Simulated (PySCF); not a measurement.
`C#CCN/N=C/C(F)(F)F`, C5H5F3N2

Geometry:
```tsv
atom	x (Å)	y (Å)	z (Å)
C1	3.386	1.159	0.507
C2	2.665	0.308	0.073
C3	1.747	-0.721	-0.387
N4	0.532	-0.741	0.397
N5	-0.564	-0.301	-0.146
C6	-1.637	-0.114	0.512
C7	-2.855	0.338	-0.214
F8	-2.716	0.352	-1.541
F9	-3.920	-0.446	0.058
F10	-3.229	1.585	0.148
H11	4.034	1.905	0.859
H12	1.455	-0.526	-1.422
H13	2.240	-1.699	-0.326
H14	0.617	-0.837	1.408
H15	-1.758	-0.254	1.586
```

Method used: GIAO B3LYP/pcSseg-1 magnetisability, rotational g tensor and spin-rotation constants, non-relativistic, gas phase (PySCF). Geometry: GFN2-xTB.

(1) Give the nuclear spin-rotation constants along the inertial axes (H = +C I·J) beside the isotropic shieldings.

Results:

(1) Rotational constants 3.4080, 0.5134, 0.4959 GHz. A star marks the isotopologue with that one atom substituted, in its own axes.
| atom | isotope | Caa (kHz) | Cbb (kHz) | Ccc (kHz) | mean (kHz) | σ (ppm) |
| --- | --- | --- | --- | --- | --- | --- |
| N4 | 14N | 0.290 | 0.045 | 0.052 | 0.129 | 114.8 |
| N5 | 14N | 1.111 | 0.038 | 0.102 | 0.417 | -133.5 |
| F8 | 19F | 5.366 | 0.574 | 0.446 | 2.129 | 262.5 |
| F9 | 19F | 3.773 | 0.675 | 0.747 | 1.732 | 243.0 |
| F10 | 19F | 5.068 | 0.503 | 0.757 | 2.109 | 239.4 |
| H11 | 1H | -0.221 | -0.019 | -0.056 | -0.099 | 30.0 |
| H12 | 1H | -0.283 | -0.060 | 0.021 | -0.107 | 27.4 |
| H13 | 1H | -0.242 | 0.005 | -0.047 | -0.095 | 27.4 |
| H14 | 1H | -0.362 | -0.065 | 0.035 | -0.131 | 26.4 |
| H15 | 1H | -0.306 | -0.064 | 0.046 | -0.108 | 25.5 |
| C1 | 13C* | 0.790 | 0.089 | 0.157 | 0.345 | 102.4 |
| C2 | 13C* | 0.799 | 0.075 | 0.179 | 0.351 | 98.9 |
| C3 | 13C* | 0.600 | 0.109 | 0.089 | 0.266 | 136.0 |
| C6 | 13C* | 1.091 | 0.110 | 0.180 | 0.460 | 65.3 |
| C7 | 13C* | 1.110 | 0.161 | 0.159 | 0.477 | 48.0 |

For the geometry as given, no vibrational averaging.
